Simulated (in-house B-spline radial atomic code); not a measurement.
Configurations of Sb4+, with energies counted from [Kr] 4d10 5s1. Method: scalar-relativistic (X2C) AM05, spin-polarised, spherical fractional occupations, Fermi nucleus of rms radius 4.6802 fm. Calculated with a radial B-spline atomic code at the basis-set limit. Shells without spins written out take the highest spin.

Occupations are held fixed; configurations that lie above the ionisation limit could autoionise.

| configuration | E - E(ref) (eV) | highest orbital | its <r> (bohr) |
| --- | --- | --- | --- |
| [Kr] 4d10 5d1 | 25.451 | 5d up | 2.908 |
| [Kr] 4d10 4f(0 up, 1 down) | 30.796 | 4f down | 2.573 |
| [Kr] 4d(4 up, 5 down) 5s(1 up, 0 down) 5p(1 up, 0 down) | 38.278 | 5p up | 2.149 |
| [Kr] 4d10 5f1 | 38.752 | 5f up | 4.758 |
| [Ar] 3d9 4s2 4p6 4d10 5s1 5p1 | 534.53 | 5p up | 2.122 |
| [Ar] 3d9 4s2 4p6 4d10 4f1 5s1 | 554.68 | 4f up | 2.162 |
| [Ar] 3d(5 up, 4 down) 4s2 4p6 4d10 4f(1 up, 0 down) 5s(0 up, 1 down) | 555.65 | 4f up | 2.212 |

Q: Order these further configurations by energy, lowest first.
A. [Ar] 3d10 4s2 4p5 4d10 5s1 5f1
B. [Ar] 3d10 4s2 4p5 4d10 5s1 5d1
C. [Kr] 4d9 5s1 6s1
D. [Ar] 3d9 4s2 4p6 4d10 5s1 6d1
E. [Ar] 3d10 4s2 4p(3 up, 2 down) 4d10 5s(0 up, 1 down) 5p(1 up, 0 down)

A: C (56.589 eV), E (108.69 eV), B (122.92 eV), A (136.96 eV), D (563.59 eV).

Q: How far above the reference does [Ar] 3d9 4s2 4p6 4d10 5s1 6p1 lie?

A: 557.68 eV; its least bound orbital is 6p up with <r> = 4.095 bohr.

Q: How far above the reference does [Ar] 3d9 4s2 4p6 4d10 5s2 lie?

A: 524.4 eV; its least bound orbital is 5s down with <r> = 1.885 bohr.
